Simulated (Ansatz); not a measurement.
A structure relaxed at PBE0-D4/def2-SVP in Ansatz, charge 1, singlet:

```xyz
9

N    -0.3176    0.9806   -2.0507
B    -1.1555   -0.5404    0.3036
B    -0.7144   -1.3048    2.0179
B     0.9434    1.2399   -1.7568
B    -2.0505   -1.3540    1.2823
B    -0.8561    0.2868   -1.0737
B     2.0585    1.0164   -0.6367
B     1.6611    0.2182    0.6216
B     0.4311   -0.5428    1.2925
```

Question: Give its formula and point group.

Answer: the cluster B₈N⁺. Point group Cs (tolerance 0.1 Å).

Question: Summarise the bond lengths by kind (pairs closer than 1.2 times the sum of covalent radii, bridged metal pairs left out).

Answer: 9 × B–B 1.53 to 1.93 Å; 2 × B–N 1.31 to 1.32 Å.

The restricted singlet is unstable towards broken spin symmetry in Hartree–Fock (as tested in another run); at PBE0-D4/def2-SVP this wasn't settled. Another isomer (singlet) lies 2.76 eV lower at PBE0-D4/def2-TZVP; other spin states weren't run for this one.
